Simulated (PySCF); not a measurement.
Si(H)(I)2(OH), SMILES O[SiH](I)I, singlet at its B3LYP/def2-SVP optimised geometry (Å):

```
6

Si    -0.3335    -1.1686     0.0000
O     -0.8095    -1.9622    -1.3664
I     -1.1416    -2.3271     2.0299
I     -1.1422     1.1686     0.0000
H      1.1422    -1.1686     0.0000
H     -1.7542    -2.0648    -1.5406
```

Level of theory: B3LYP/def2-TZVP, def2 effective core potentials past Kr (PySCF). The core electrons that the potentials of I replace are not part of the density. Cells within 0.4 Å of a nucleus heavier than hydrogen are left out (blank, or x).

Map of the electrostatic potential (hartree/e), clipped to [-0.08, 0.12] on the plane z = 0.0 Å:

```
|00011111111110000000000000000|
|00111122222211000000000000000|
|00111233444321100000000000000|
|00112356888643100000000000000|
|00123589999995310000000000000|
|00124899999999520000000000000|
|00136999999999941000000000000|
|00149999999999962000000000000|
|001499999xx999993100000000000|
|00149999xxx999994100000000000|
|00149999xxx999995210000000000|
|00139999999999995211100000000|
|00127999999999995321110000000|
|00024999999999997432111100000|
|00113699999999999743211110000|
|00112479999999999975322111000|
|11123469999999999999742111000|
|11123479999999999999984211100|
|112235899999xxx99999995211100|
|122345899999xxx99999995211100|
|122345899999xx999999994211100|
|12234579999999999999963211000|
|12233468999999999986432111000|
|12223456899999999853221110000|
|12223344579999998532211100000|
|11222233345677765322111000000|
|11112222222334433221110000000|
|11111111111112221111100000000|
|11111111000001111110000000000|
```
Scale: ten equal steps from -0.007 (start of '0') to 0.120 (end of '9'), in the order '0123456789'; x runs from -3.50 to 3.50, y from -3.50 (bottom) to 3.50 (top).
